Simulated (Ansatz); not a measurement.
Ansatz (an electronic-structure program) input (B3LYP/def2-TZVPD):

Ansatz 0.2 input:
```yaml
crystal:
  periodic: [false, false, false]
  atoms:
    - {symbol: Si, position_ang: [-0.39426611, 0.01492235, 0.04416143]}
    - {symbol: O, position_ang: [0.96032213, 0.07725825, -0.85511797]}
    - {symbol: C, position_ang: [2.27826350, -0.09126056, -0.34809697]}
    - {symbol: O, position_ang: [-1.65364082, 0.06212538, -0.99833822]}
    - {symbol: O, position_ang: [-0.59882630, 1.25859181, 1.08940615]}
    - {symbol: O, position_ang: [-0.29108784, -1.34013254, 0.95385181]}
    - {symbol: H, position_ang: [2.36861266, -1.02915926, 0.20389403]}
    - {symbol: H, position_ang: [2.96327984, -0.10680920, -1.19522483]}
    - {symbol: H, position_ang: [2.55019002, 0.73727423, 0.31113657]}
    - {symbol: H, position_ang: [-1.55078203, -0.40369186, -1.83185775]}
    - {symbol: H, position_ang: [-0.96328937, 2.07254838, 0.73277093]}
    - {symbol: H, position_ang: [-0.85200409, -1.39425500, 1.73118841]}
basis:
  gaussian:
    orbitals: def2-TZVPD
hamiltonian:
  xc: {name: B3LYP}
output: {forces: true}
```

End of the output:

```
integrals: 0.29 GiB planned
1505 factors; their error is unknown
mean field: 2.43 GiB planned
mean field evaluation 1: about -17193.7775 eV, gradient 1.1e2 eV
mean field evaluation 2: about -17166.9834 eV, gradient 1.6e2 eV
mean field evaluation 4: about -17211.1799 eV, gradient 6.2e0 eV
mean field evaluation 8: about -17211.2599 eV, gradient 4.6e-1 eV
mean field evaluation 16: about -17211.2602 eV, gradient 4.9e-5 eV
mean field -17211.26019578 eV, -632.5021459838 hartree, gradient 4.9e-5 eV, S^2 0.000000; 0 other end points of the search recorded, 0 dependent functions left out
the calculation of the forces begins
reference -17211.26052032 eV, -632.5021579102 hartree; 29, 29 occupied and 265, 265 virtual orbitals, 1505 factors
Total energy: -17211.26052032 eV, -632.5021579102 hartree
Atom 0 at    -0.394266     0.014922     0.044161 Å, force    -0.005141     0.004526    -0.026232 eV/Å
Atom 1 at     0.960322     0.077258    -0.855118 Å, force     0.002016    -0.002280    -0.004081 eV/Å
Atom 2 at     2.278263    -0.091261    -0.348097 Å, force     0.050403     0.001410    -0.005992 eV/Å
Atom 3 at    -1.653641     0.062125    -0.998338 Å, force    -0.022694    -0.003906    -0.010585 eV/Å
Atom 4 at    -0.598826     1.258592     1.089406 Å, force    -0.011980     0.023004     0.019852 eV/Å
Atom 5 at    -0.291088    -1.340133     0.953852 Å, force    -0.009039    -0.022362     0.021257 eV/Å
Atom 6 at     2.368613    -1.029159     0.203894 Å, force     0.015241    -0.004974    -0.004119 eV/Å
Atom 7 at     2.963280    -0.106809    -1.195225 Å, force     0.007916    -0.000578     0.001440 eV/Å
Atom 8 at     2.550190     0.737274     0.311137 Å, force     0.014824     0.001917    -0.002517 eV/Å
Atom 9 at    -1.550782    -0.403692    -1.831858 Å, force    -0.020849    -0.004921    -0.033097 eV/Å
Atom 10 at    -0.963289     2.072548     0.732771 Å, force    -0.010471     0.036125     0.013506 eV/Å
Atom 11 at    -0.852004    -1.394255     1.731188 Å, force    -0.010225    -0.027960     0.030567 eV/Å
Dipole moment:     0.044604     0.050447    -0.033868 e Å
```
